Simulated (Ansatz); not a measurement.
Species: sum formula AlOH₃, charge 0, multiplicity 1. 
Structure (B3LYP-D3(BJ)/def2-TZVP (Ansatz, a quantum-chemistry and plane-wave program) minimum search):
```
Al
O 1 1.6999
H 2 0.9581 1 124.14
H 1 1.5709 2 115.84 3 -180.00
H 1 1.5789 4 124.38 2 -180.00
```
Charge 0, spin multiplicity 1.

Parts of the frozen-core correlation energy in cc-pVTZ (Ansatz, hartree). Frozen orbitals: 6; correlated occupied orbitals by spin: 6 and 6; virtual: 94 and 94. Spin-orbit coupling is left out. No relativistic terms.

```json
[
 {"term": "reference (HF)", "value": "-318.61015"},
 {"term": "MP2 opposite-spin", "value": "-0.26034"},
 {"term": "MP2 same-spin", "value": "-0.07201"},
 {"term": "CCSD correlation", "value": "-0.34952"},
 {"term": "(T)", "value": "-0.01049"},
 {"term": "T1 diagnostic", "value": "0.012"},
 {"term": "largest doubles amplitude", "value": "0.034"}
]
```
